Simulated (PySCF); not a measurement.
## Energy of W (tungsten, neutral) between two integer charges

The 6s beta orbital of [Xe] 4f14 5d4 6s2 is emptied in steps (occupation f), with all orbitals relaxed, ending at [Xe] 4f14 5d4 6s1. Calculation: PySCF 2.14, in def2-SVP with the def2 core potential (60 electrons); a scalar-relativistic core potential. The exact energy is a straight line in f; departures are measured from the line between the end points of the same method.

Problem. Among UHF, LDA, PBE, which shows the largest delocalisation error (convex curve), and which is closest to linear?

Solution. Most convex: LDA (-0.730 eV at f = 0.5); closest to linear: UHF (0.042 eV).

| f | UHF (eV) | LDA (eV) | PBE (eV) |
| --- | --- | --- | --- |
| 1 | 0.000 | 0.000 | 0.000 |
| 0.75 | 0.033 | -0.546 | -0.526 |
| 0.5 | 0.042 | -0.730 | -0.704 |
| 0.25 | 0.030 | -0.549 | -0.527 |
| 0 | 0.000 | 0.000 | 0.000 |

```tsv
method	E(f=0) − E(f=1) (eV)	−ε at f=1 (eV)	−ε at f=0.5 (eV)
UHF	5.885	6.070	5.877
LDA	7.927	5.029	7.918
PBE	7.500	4.712	7.491
```

Reference removal energy between the ground levels: 7.864 eV (measured; NIST Atomic Spectra Database, ionization energies). The calculation has no spin-orbit coupling. UHF lacks correlation.
